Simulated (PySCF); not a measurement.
## C (carbon, neutral): UHF calculation

Configuration: [He] 2s2 2p2, high-spin 3P determinant. Computed with PySCF 2.14 in x2c-TZVPall, with the spin-free X2C one-electron Hamiltonian (Gaussian nucleus).

* Total energy: -37.707437 hartree
* One-electron energy: -50.4716 hartree
* Hartree (Coulomb) energy: 17.8444 hartree
* Exchange energy: -5.0802 hartree
* ⟨S²⟩: 2.0100
* ⟨L²⟩: 2.017
* Sum of ⟨r⟩: 7.133 bohr
* Sum of ⟨r²⟩: 13.73 bohr²
* Traceless quadrupole moment −½Σ⟨3z² − r²⟩ along its main axis: 1.47 e·bohr²
* Langevin diamagnetic susceptibility: -10.9 ×10⁻⁶ cm³/mol
* Time after the integrals: 0.06 s of wall time on 1 thread of Neoverse-V2 (shared host)

```csv
shell,electrons,mean orbital energy (hartree),"rms radius, mean of both spins (bohr)"
1s α,1,-11.34944,0.312
1s β,1,-11.30365,0.312
2s α,1,-0.82930,1.76
2s β,1,-0.58359,1.76
2p α,2,-0.43866,1.92
```
